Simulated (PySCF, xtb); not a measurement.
Sn(H)3(SiH3) (H₆SiSn), SMILES [SiH3][SnH3].

Harmonic wavenumbers (cm⁻¹) from GFN2-xTB run with xtb 6.7.1 at its own minimum, in rising order: 25, 298, 298, 318, 487, 487, 684, 764, 764, 775, 775, 813, 1559, 1764, 1764, 2313, 2324, 2324.

Problem. What does PySCF with B3LYP-D3(BJ)/def2-TZVP give at its own minimum? (The exact figures need the calculation; the answer reports its results.)

Solution. 89, 302, 319, 319, 538, 538, 670, 731, 731, 878, 952, 952, 1907, 1912, 1912, 2214, 2229, 2229. Paired by order, the mean absolute difference is 90 cm⁻¹ and the zero-point energies are 26.5 and 27.8 kcal/mol.
